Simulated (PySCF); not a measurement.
**Atomic charges against the basis set**

Compound: C₃H₇AlO.
Structure used (PBE0-D3(BJ)/def2-SVP), in Å, numbered top down from 1:
```xyz
12
C3H7AlO angstrom
C     -2.9180    0.0060   -0.1850
C     -1.6993   -0.3420   -0.6289
Al    -0.1270    0.2216    0.3495
O      1.4060   -0.2060   -0.2413
C      2.7491   -0.0663    0.0710
H     -3.8452   -0.2837   -0.6966
H     -3.0543    0.6058    0.7250
H     -1.6502   -0.9436   -1.5468
H     -0.2573    1.0730    1.6853
H      3.2213   -1.0533    0.2250
H      3.2931    0.4296   -0.7530
H      2.9216    0.5304    0.9876
```

PBE0 throughout (PySCF), one geometry, spherical d and f functions. The structure is a single PBE0-D3(BJ)/def2-SVP conformer in the gas phase; no vibrational or solvent corrections. The first 7 of 10 kinds of atom are listed.

Mulliken charges (e):

| basis | functions | C1 | C2 | Al3 | O4 | C5 | H6 | H7 |
| --- | --- | --- | --- | --- | --- | --- | --- | --- |
| STO-3G | 36 | -0.181 | -0.309 | +0.871 | -0.407 | -0.126 | +0.067 | +0.063 |
| 6-31G | 63 | -0.300 | -0.502 | +1.013 | -0.815 | -0.172 | +0.165 | +0.164 |
| pcSseg-0 | 63 | -0.371 | -0.842 | +1.342 | -0.875 | -0.261 | +0.223 | +0.217 |
| 6-31G* | 88 | -0.357 | -0.330 | +0.644 | -0.605 | -0.239 | +0.174 | +0.177 |
| cc-pVDZ | 109 | -0.032 | -0.201 | +0.543 | -0.517 | +0.099 | +0.046 | +0.050 |
| def2-SVP | 109 | -0.066 | -0.349 | +0.763 | -0.559 | +0.146 | +0.057 | +0.058 |
| aug-cc-pVDZ | 182 | +0.760 | +0.185 | +0.547 | -0.773 | +0.858 | -0.334 | -0.368 |
| 6-311+G(2d,p) | 185 | -0.235 | -0.528 | +1.146 | -0.769 | -0.243 | +0.122 | +0.119 |
| def2-TZVP | 203 | -0.239 | -0.298 | +0.445 | -0.337 | -0.206 | +0.126 | +0.136 |
| cc-pVTZ | 252 | -0.233 | -0.214 | +0.362 | -0.289 | -0.109 | +0.120 | +0.118 |
| IGLO-III | 254 | -0.202 | -0.366 | +0.921 | -0.511 | -0.246 | +0.104 | +0.100 |

IAO charges (e):

```csv
basis,functions,C1,C2,Al3,O4,C5,H6,H7
STO-3G,36,-0.258,-0.495,+1.143,-0.556,-0.252,+0.123,+0.114
6-31G,63,-0.257,-0.482,+0.903,-0.607,-0.214,+0.150,+0.142
pcSseg-0,63,-0.245,-0.494,+0.925,-0.602,-0.198,+0.143,+0.135
6-31G*,88,-0.243,-0.495,+0.967,-0.638,-0.176,+0.143,+0.137
cc-pVDZ,109,-0.249,-0.492,+0.962,-0.636,-0.174,+0.145,+0.138
def2-SVP,109,-0.240,-0.495,+0.977,-0.632,-0.167,+0.140,+0.132
aug-cc-pVDZ,182,-0.261,-0.498,+0.981,-0.652,-0.184,+0.149,+0.142
"6-311+G(2d,p)",185,-0.261,-0.506,+1.002,-0.661,-0.187,+0.149,+0.142
def2-TZVP,203,-0.260,-0.508,+1.009,-0.661,-0.183,+0.148,+0.142
cc-pVTZ,252,-0.260,-0.506,+1.000,-0.656,-0.185,+0.149,+0.142
IGLO-III,254,-0.262,-0.509,+1.010,-0.662,-0.186,+0.149,+0.142
```

Hirshfeld charges (e):

```tsv
basis	functions	C1	C2	Al3	O4	C5	H6	H7
STO-3G	36	-0.077	-0.174	+0.637	-0.292	+0.036	+0.016	+0.013
6-31G	63	-0.072	-0.197	+0.527	-0.326	-0.017	+0.047	+0.045
pcSseg-0	63	-0.075	-0.197	+0.555	-0.306	-0.024	+0.043	+0.038
6-31G*	88	-0.070	-0.196	+0.510	-0.306	-0.019	+0.047	+0.046
cc-pVDZ	109	-0.074	-0.197	+0.527	-0.286	-0.037	+0.046	+0.043
def2-SVP	109	-0.076	-0.200	+0.540	-0.290	-0.037	+0.046	+0.042
aug-cc-pVDZ	182	-0.086	-0.207	+0.567	-0.312	-0.048	+0.050	+0.045
6-311+G(2d,p)	185	-0.083	-0.206	+0.565	-0.312	-0.041	+0.048	+0.044
def2-TZVP	203	-0.083	-0.204	+0.555	-0.303	-0.044	+0.048	+0.044
cc-pVTZ	252	-0.082	-0.203	+0.551	-0.299	-0.045	+0.048	+0.044
IGLO-III	254	-0.086	-0.204	+0.560	-0.304	-0.048	+0.048	+0.043
```

ESP-fitted charges (e):

| basis | functions | C1 | C2 | Al3 | O4 | C5 | H6 | H7 |
| --- | --- | --- | --- | --- | --- | --- | --- | --- |
| STO-3G | 36 | -0.147 | -0.415 | +0.993 | -0.440 | -0.094 | +0.089 | +0.037 |
| 6-31G | 63 | -0.170 | -0.625 | +1.110 | -0.699 | +0.138 | +0.153 | +0.091 |
| pcSseg-0 | 63 | -0.147 | -0.731 | +1.245 | -0.703 | +0.092 | +0.153 | +0.088 |
| 6-31G* | 88 | -0.224 | -0.502 | +0.946 | -0.549 | +0.021 | +0.156 | +0.108 |
| cc-pVDZ | 109 | -0.191 | -0.513 | +0.939 | -0.544 | +0.052 | +0.145 | +0.097 |
| def2-SVP | 109 | -0.165 | -0.564 | +1.025 | -0.583 | +0.099 | +0.140 | +0.086 |
| aug-cc-pVDZ | 182 | -0.214 | -0.548 | +0.993 | -0.529 | -0.025 | +0.157 | +0.105 |
| 6-311+G(2d,p) | 185 | -0.233 | -0.567 | +1.025 | -0.543 | -0.046 | +0.166 | +0.113 |
| def2-TZVP | 203 | -0.230 | -0.545 | +1.005 | -0.533 | -0.024 | +0.162 | +0.109 |
| cc-pVTZ | 252 | -0.217 | -0.535 | +0.990 | -0.527 | -0.022 | +0.156 | +0.104 |
| IGLO-III | 254 | -0.224 | -0.545 | +1.008 | -0.539 | -0.011 | +0.159 | +0.107 |

Q: Which scheme is steadiest as the basis changes?

A: Largest range over the bases for any column: Hirshfeld 0.13 e, IAO 0.24 e, ESP-fitted 0.32 e, Mulliken 1.13 e. Hirshfeld charges move least and Mulliken charges most, counted in e. Without the minimal STO-3G basis the ranges are Hirshfeld 0.06, IAO 0.11, ESP-fitted 0.31, Mulliken 1.13 e.

Q: How much do the charges still move between the two largest bases, cc-pVTZ and IGLO-III?

A: At most, over all atoms: Mulliken 0.559 e, IAO 0.009 e, Hirshfeld 0.008 e, ESP-fitted 0.018 e.

Q: What do the same runs give for the total energy, the frontier levels and the dipole moment?

A: 
```tsv
basis	energy (Eh)	HOMO (eV)	LUMO (eV)	μ (D)
STO-3G	-430.4727	-3.80	3.27	0.69
6-31G	-435.7545	-7.53	-0.96	0.50
pcSseg-0	-435.1447	-7.68	-0.97	0.57
6-31G*	-435.8200	-7.63	-0.86	0.17
cc-pVDZ	-435.8468	-7.68	-1.01	0.17
def2-SVP	-435.6261	-7.73	-0.99	0.19
aug-cc-pVDZ	-435.8633	-7.81	-1.17	0.18
6-311+G(2d,p)	-435.9106	-7.86	-1.15	0.18
def2-TZVP	-435.9305	-7.82	-1.09	0.11
cc-pVTZ	-435.9253	-7.80	-1.07	0.11
IGLO-III	-435.9353	-7.85	-1.10	0.13
```

The dipole is fixed by the density alone, so its range of 0.58 D shows that the density itself changes with the basis, not only its division among atoms.
